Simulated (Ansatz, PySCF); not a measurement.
Species: C₃H₇Si, charge 0, multiplicity 2. SMILES: [CH](C=C)[SiH3]
Geometry from a B3LYP-D3(BJ)/def2-TZVP (Ansatz, a first-principles code) optimisation:
```xyz
11

C     -2.4901    -0.2358    -0.0160
C     -1.2069     0.2554    -0.1097
C     -0.0519    -0.4790     0.1304
Si     1.6677     0.1938     0.0008
H     -2.6737    -1.2663     0.2622
H     -3.3496     0.3885    -0.2161
H     -1.0939     1.2990    -0.3938
H     -0.1882    -1.5211     0.4134
H      2.4600    -0.5563    -1.0067
H      2.3851     0.0787     1.2960
H      1.6059     1.6212    -0.3948
```
Charge 0, spin multiplicity 2.

Quantity: atomisation energy, in kcal/mol. Conventions: non-relativistic; UHF or UKS for open shells; 6-311+G** with 5d, 6d on Na to Ar in Ansatz; 6-31G* and kin with 6d, 5d where marked; no dispersion term unless named; frozen cores in correlated levels; no spin-orbit coupling; LANL2DZ with its own core potentials from Na on; atomisation electronic, to ground-state atoms. Ab initio and DFT rows: single points at B3LYP-D3(BJ) geometries (Ansatz). A UHF reference is markedly spin-contaminated in at least one set, which strains HF and MP2.

```tsv
level	program	atomisation energy (kcal/mol)
BLYP/6-31G*	Ansatz	963.8
B3LYP/STO-3G	Ansatz	1195.0
B3LYP/3-21G	Ansatz	947.9
B3LYP/LANL2DZ	Ansatz	945.3
B3LYP/6-31G	Ansatz	939.2
PBE0/6-311+G**	Ansatz	972.0
M06-2X/6-31G* (5d)	PySCF	972.1
M06-2X/6-311+G**	PySCF	966.9
MP2/STO-3G	Ansatz	1029.3
r2SCAN-D4/def2-TZVPD	Ansatz + dftd4	983.9
wB97X-V/def2-TZVPD	Ansatz	979.4
B2PLYP-D3(BJ)/def2-TZVPD	Ansatz + dftd3	969.6
```

No value to compare with is used here. The 9 habitual levels span 939.2 (B3LYP/6-31G) to 1195.0 kcal/mol (B3LYP/STO-3G); r2SCAN-D4/def2-TZVPD gives 983.9.

The levels are drawn from those run, B3LYP/6-31G* more often than the rest, none by its result; left out are runs that failed, that the program found above a lower state of the same kind, or whose <S^2> lies over 0.5 above the pure value.
